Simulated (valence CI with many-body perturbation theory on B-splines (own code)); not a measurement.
**Au XXXIX: calculated level list**

Level of theory: relativistic CI+MBPT: five valence electrons over a frozen Dirac-Fock core [Kr], radial functions for each j: 7 s, 7 p, 8 d, 6 f, 4 g, 1 h, with the one-electron correlation potential Σ1 (screened to all orders), the two-electron term Σ2, the three-electron term Σ3, Breit, model QED; selected single and double excitations, second order for the rest, scaled by the run's own slope (own B-spline code, finite nucleus).

The last digits are not significant, and no measured levels were compared; by estimate large intervals hold to a few tenths of a per cent, small ones and those within an open d or f shell to about a per cent. The list stops below the first excitations out of the core.

Levels 1 to 37 of 37, with energies above the lowest level, (4d3/2^4 4d5/2) J=5/2. "Leading %" is the weight of the configuration and term that name the level; weights of strongly mixed levels are sums over their largest components and can fall short. In the jj column 3d3/2^4 stands for four electrons in 3d with j = 3/2. Lifetimes count E1, E2, E3, M1 and M2 decay at the calculated energies, and are blank where another channel may lead or the interval is too uncertain; long ones can be off by a factor of two.

```csv
No.,Configuration,Term,J,E (cm⁻¹),Leading %,Leading jj,Second component,Lifetime
1,4d5,4P,5/2,0,26,4d3/2^4 4d5/2 (95 %),24 % 4d5 2D,
2,4d5,6S,5/2,158870,37,4d3/2^3 4d5/2^2 (92 %),22 % 4d5 2F,7.18 μs
3,4d5,4G,7/2,199610,33,4d3/2^3 4d5/2^2 (99 %),24 % 4d5 2F,14.0 μs
4,4d5,4D,3/2,204430,40,4d3/2^3 4d5/2^2 (98 %),29 % 4d5 4P,6.05 μs
5,4d5,2H,11/2,208220,43,4d3/2^3 4d5/2^2 (98 %),34 % 4d5 4G,
6,4d5,2G,9/2,222780,30,4d3/2^3 4d5/2^2 (97 %),29 % 4d5 4G,5.44 ms
7,4d5,2D,5/2,233210,31,4d3/2^3 4d5/2^2 (94 %),28 % 4d5 4D,160 μs
8,4d5,4P,1/2,242760,42,4d3/2^3 4d5/2^2 (91 %),30 % 4d5 2S,705 μs
9,4d5,2F,7/2,248690,40,4d3/2^3 4d5/2^2 (97 %),33 % 4d5 2G,234 μs
10,4d5,2D,3/2,302190,60,4d3/2^3 4d5/2^2 (89 %),21 % 4d5 4F,50.3 μs
11,4d5,6S,5/2,356250,32,4d3/2^2 4d5/2^3 (91 %),28 % 4d5 2D,3.17 μs
12,4d5,4D,7/2,384490,52,4d3/2^2 4d5/2^3 (99 %),41 % 4d5 4G,5.84 μs
13,4d5,2I,11/2,390080,50,4d3/2^2 4d5/2^3 (98 %),49 % 4d5 4G,8.60 μs
14,4d5,4G,9/2,395200,61,4d3/2^2 4d5/2^3 (97 %),36 % 4d5 2G,8.68 μs
15,4d5,4D,1/2,405900,77,4d3/2^2 4d5/2^3 (97 %),16 % 4d5 2S,4.69 μs
16,4d5,2I,13/2,410390,100,4d3/2^2 4d5/2^3 (100 %),,41.9 μs
17,4d5,4P,3/2,413560,53,4d3/2^2 4d5/2^3 (97 %),34 % 4d5 4F,3.16 μs
18,4d5,2F,5/2,416930,42,4d3/2^2 4d5/2^3 (97 %),31 % 4d5 4D,5.85 μs
19,4d5,2H,9/2,437970,52,4d3/2^2 4d5/2^3 (99 %),48 % 4d5 4F,4.69 μs
20,4d5,2G,7/2,444310,61,4d3/2^2 4d5/2^3 (99 %),35 % 4d5 2F,16.1 μs
21,4d5,4F,5/2,448850,64,4d3/2^2 4d5/2^3 (98 %),26 % 4d5 2D,4.60 μs
22,4d5,2D,3/2,451730,85,4d3/2^2 4d5/2^3 (89 %),12 % 4d5 4D,11.5 μs
23,4d5,4P,1/2,470270,43,4d3/2^2 4d5/2^3 (85 %),38 % 4d5 2P,5.85 μs
24,4d5,2G,7/2,473080,46,4d3/2^2 4d5/2^3 (96 %),34 % 4d5 2F,8.47 μs
25,4d5,2G,9/2,500720,78,4d3/2^2 4d5/2^3 (97 %),12 % 4d5 2H,15.1 μs
26,4d5,2P,3/2,547370,74,4d3/2^2 4d5/2^3 (97 %),24 % 4d5 2D,
27,4d5,2D,5/2,558660,74,4d3/2^2 4d5/2^3 (87 %),12 % 4d5 4D,6.78 μs
28,4d5,4P,5/2,587070,32,4d3/2 4d5/2^4 (91 %),30 % 4d5 2F,2.02 μs
29,4d5,2F,7/2,616250,29,4d3/2 4d5/2^4 (99 %),28 % 4d5 4F,2.87 μs
30,4d5,2D,3/2,625680,31,4d3/2 4d5/2^4 (97 %),30 % 4d5 4D,2.30 μs
31,4d5,2H,11/2,625690,56,4d3/2 4d5/2^4 (99 %),27 % 4d5 2I,3.56 μs
32,4d5,2G,9/2,646610,54,4d3/2 4d5/2^4 (96 %),18 % 4d5 4F,4.08 μs
33,4d5,2D,5/2,660960,61,4d3/2 4d5/2^4 (92 %),23 % 4d5 2F,3.58 μs
34,4d5,2G,7/2,671450,53,4d3/2 4d5/2^4 (97 %),34 % 4d5 2F,4.03 μs
35,4d5,2P,1/2,695140,51,4d3/2 4d5/2^4 (91 %),35 % 4d5 2S,3.90 μs
36,4d5,2D,3/2,748980,74,4d3/2 4d5/2^4 (95 %),17 % 4d5 2P,2.88 μs
37,4d5,2D,5/2,845310,40,4d5/2^5 (95 %),23 % 4d5 2F,1.62 μs
```

The ionisation energy to 4d4 3P_0 of the next ion comes out as 1759.8 eV (NIST: 1758 ± 4 eV (theoretical)). All 37 levels together are meant to be complete up to 1137100 cm⁻¹.
